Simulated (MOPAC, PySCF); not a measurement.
C9H7BFN, SMILES `Bc1c(F)ccc2cccnc12`, neutral singlet in the gas phase. 

Z-matrix (Å, degrees):
```
C
N 1 1.3570
C 2 1.3150 1 119.23
H 3 1.0974 2 116.49 1 179.98
C 3 1.4173 4 119.34 2 180.00
C 5 1.3765 3 118.07 4 -179.98
H 5 1.0917 6 121.72 3 -180.00
H 6 1.0934 5 121.33 7 -0.01
C 6 1.4178 8 119.36 5 179.99
C 9 1.4212 6 122.28 8 -0.02
C 10 1.3749 9 120.84 6 -179.98
H 11 1.0910 10 122.21 9 180.00
H 10 1.0932 11 120.19 12 0.01
C 11 1.4122 12 118.87 10 180.00
F 14 1.3352 11 115.53 12 -0.01
C 14 1.3926 15 120.13 11 -179.99
B 16 1.5456 14 120.85 15 0.04
H 17 1.1988 16 120.75 14 179.85
H 17 1.2034 18 119.81 16 179.97
```
Charge 0, spin multiplicity 1.

All levels are single points at this geometry (B3LYP-D3(BJ)/def2-SVP); Pople sets use spherical d functions. Orbital energies aren't observables, and empty levels follow the basis.

B3LYP-D3(BJ)/def2-TZVP in PySCF gives dipole (D) = 4.43.

Task: Estimate the dipole (D) from each of these levels: B3LYP/6-311+G** in PySCF; B3LYP/6-31G* in PySCF; M06-2X/6-31G* in PySCF; HF/6-31G* in PySCF; AM1 in MOPAC.

Result: 
```csv
level,dipole (D)
B3LYP/6-311+G** in PySCF,4.56
B3LYP/6-31G* in PySCF,4.35
M06-2X/6-31G* in PySCF,4.23
HF/6-31G* in PySCF,4.67
AM1 in MOPAC,3.46
```
